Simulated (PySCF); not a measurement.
Job file and geometry (Å, from GFN2-xTB) of an NMR shielding run on SMILES CC/C(=C\BP)OC, C$_{5}$H$_{12}$BOP, GIAO PBE0/pcSseg-1 NMR shielding, non-relativistic, gas phase (PySCF 2.14.0, density-fitted response routines); density fitting, a coarse starting grid and PySCF grid level 2 are the driver's defaults:

```
$ OMP_NUM_THREADS=1 python probes_run.py task.json out

{"job": {"kind": "nmr", "xc": "PBE0", "basis": "pcSseg-1"}, "charge": 0, "multiplicity": 1}
C     -1.249483    -2.172566     0.309860
C     -1.023588    -1.162666    -0.816960
C     -0.593649     0.166789    -0.261239
C      0.681953     0.506604     0.027730
B      1.922875    -0.354631    -0.155137
P      3.586323     0.325880     0.415028
O     -1.678518     0.952994    -0.076079
C     -1.528967     2.232897     0.493149
H     -2.005002    -1.807158     1.000916
H     -0.324608    -2.333951     0.857396
H     -1.584996    -3.121721    -0.100728
H     -1.957660    -1.014831    -1.361584
H     -0.266902    -1.539896    -1.501480
H      0.831165     1.501895     0.434941
H      1.891411    -1.463435    -0.533975
H      3.458083     1.641315     0.008788
H      4.370933    -0.049430    -0.658581
H     -2.533296     2.648133     0.556998
H     -0.909239     2.878246    -0.136748
H     -1.091980     2.176209     1.494670
```

**Question.** Write the output of this run.

**Answer.** 
```
coarse grid: 16672 points
cycle   1  E = -638.4806342733  dE =  8.245e-01  |g| = 5.765e-01  |ddm| = 3.870e+00
cycle   2  E = -638.4436455086  dE =  3.699e-02  |g| = 7.260e-01  |ddm| = 1.034e+00
cycle   3  E = -638.5556240938  dE = -1.120e-01  |g| = 8.692e-02  |ddm| = 5.729e-01
cycle   4  E = -638.5571107997  dE = -1.487e-03  |g| = 3.643e-02  |ddm| = 1.015e-01
cycle   5  E = -638.5574363104  dE = -3.255e-04  |g| = 9.691e-03  |ddm| = 4.075e-02
cycle   6  E = -638.5574546295  dE = -1.832e-05  |g| = 5.018e-03  |ddm| = 1.295e-02
cycle   7  E = -638.5574597045  dE = -5.075e-06  |g| = 1.115e-03  |ddm| = 4.851e-03
final grid: 154848 points
cycle   8  E = -638.6156568339  dE = -5.695e-05  |g| = 1.387e-02  |ddm| = 4.640e-02
cycle   9  E = -638.6156034582  dE =  5.338e-05  |g| = 2.165e-02  |ddm| = 2.553e-02
cycle  10  E = -638.6156958152  dE = -9.236e-05  |g| = 2.717e-03  |ddm| = 1.697e-02
cycle  11  E = -638.6156975395  dE = -1.724e-06  |g| = 4.069e-04  |ddm| = 2.772e-03
cycle  12  E = -638.6156975738  dE = -3.434e-08  |g| = 2.107e-04  |ddm| = 5.790e-04
cycle  13  E = -638.6156975845  dE = -1.068e-08  |g| = 4.017e-05  |ddm| = 1.894e-04
cycle  14  E = -638.6156975849  dE = -3.877e-10  |g| = 8.221e-06  |ddm| = 5.178e-05
converged SCF energy = -638.6156975849

GIAO shielding tensors (ppm)
atom      isotropic    diamagn.    paramagn.     s11        s22        s33       span
  0 C      167.171     247.342     -80.172    150.773    164.550    186.189     35.416
  1 C      153.836     249.366     -95.530    139.303    147.190    175.015     35.712
  2 C       -5.502     257.740    -263.242   -111.197      0.777     93.915    205.111
  3 C       78.646     261.669    -183.023    -10.214     72.913    173.239    183.453
  4 B       29.913     196.079    -166.166    -51.640      7.482    133.897    185.537
  5 P      516.022     967.740    -451.718    454.871    488.321    604.873    150.002
  6 O      177.026     399.398    -222.372     58.694    197.502    274.881    216.187
  7 C      131.182     246.526    -115.345    100.934    114.647    177.965     77.031
  8 H       30.401      30.259       0.141     26.038     29.598     35.565      9.527
  9 H       30.564      31.022      -0.457     26.274     30.154     35.265      8.992
 10 H       30.468      28.276       2.191     26.480     27.076     37.846     11.365
 11 H       29.660      31.384      -1.724     25.685     29.054     34.241      8.556
 12 H       28.598      32.469      -3.871     25.028     27.842     32.923      7.895
 13 H       26.053      36.631     -10.579     22.094     23.412     32.652     10.558
 14 H       23.822      32.432      -8.610     16.199     25.570     29.696     13.497
 15 H       29.425      31.081      -1.655     24.432     28.276     35.568     11.136
 16 H       29.264      29.760      -0.496     24.695     26.701     36.396     11.700
 17 H       27.556      28.409      -0.853     23.433     26.162     33.072      9.640
 18 H       27.959      30.415      -2.456     24.617     25.759     33.500      8.883
 19 H       28.055      30.951      -2.897     24.925     25.785     33.454      8.529
```

Size and cost of the density-fitted run: 203 basis functions, 43 s wall time on 1 thread of an Arm Neoverse V2, shared host; peak memory 0.91 GiB.
